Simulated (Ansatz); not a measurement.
`[F][Ti]([F])([SH])[SH]` + HCl → `[F][Ti]([F])([SH])[Cl]` + H₂S at 600 K and 1 bar (ligand exchange at a Ti–S bond).

Gas-phase electronic energies from Ansatz, PBE0-D4/def2-TZVP geometries. CCSD(T)/CBS adds triple-zeta CCSD(T) − MP2 to the extrapolated MP2 energy (def2 sets, frozen cores). This one scheme is used for every species. For Ti outer-core shells are correlated without core-valence functions, which leaves a few kJ/mol of doubt a bond. Scalar relativity is left out up to krypton. One conformer a species, not always the lowest.

| species | CCSD(T)/CBS energy (Eh) | H − E (kJ/mol) | S (J/(mol·K)) |
| --- | --- | --- | --- |
| `[F][Ti]([F])([SH])[SH]` | -1845.47197 | 122.4 | 462.6 |
| HCl | -460.38127 | 35.4 | 207.2 |
| `[F][Ti]([F])([SH])[Cl]` | -1906.90100 | 95.8 | 444.4 |
| H₂S | -398.97279 | 60.8 | 230.9 |

H − E and S are ideal-gas, rigid-rotor, harmonic terms from PBE0-D4/def2-TZVP, for one conformer and one mirror image of each species. 1 Eh = 2625.50 kJ/mol, R = 8.31446 J/(mol·K).

Task: By hand: ΔE, ΔH, ΔS and ΔG.

Result: ΔE = (-1906.90100) + (-398.97279) − (-1845.47197) − (-460.38127) = -0.02055 Eh = -54.0 kJ/mol. Δ(H − E) = 95.8 + 60.8 − 122.4 − 35.4 = -1.2, so ΔH = -55.2 kJ/mol. ΔS = 444.4 + 230.9 − 462.6 − 207.2 = 5.5 J/(mol·K). ΔG = -55.2 − 600 × (5.5)/1000 = -58.5 kJ/mol.

Task: By hand: the equilibrium constant, and the temperature at which ΔG would vanish if ΔH and ΔS stayed fixed.

Result: log₁₀ K = −ΔG/(RT ln 10) = 5.1. ΔH and −TΔS have one sign here, so there is no such temperature.

The number of gas molecules stays the same, so ΔS is small and ΔH decides. A doubt of 5 kJ/mol in ΔE shifts log₁₀ K by 0.4 here. Other conformers and mirror images would add mixing entropy, several J/(mol·K) or more a flexible species. These are equilibria of isolated gas molecules and say nothing of rates. Largest T1 diagnostic: 0.026 (customary marks: 0.02 for closed shells, 0.045 for open ones).

ΔS is within the doubt of such terms, so its sign, and with it that verdict, could turn.
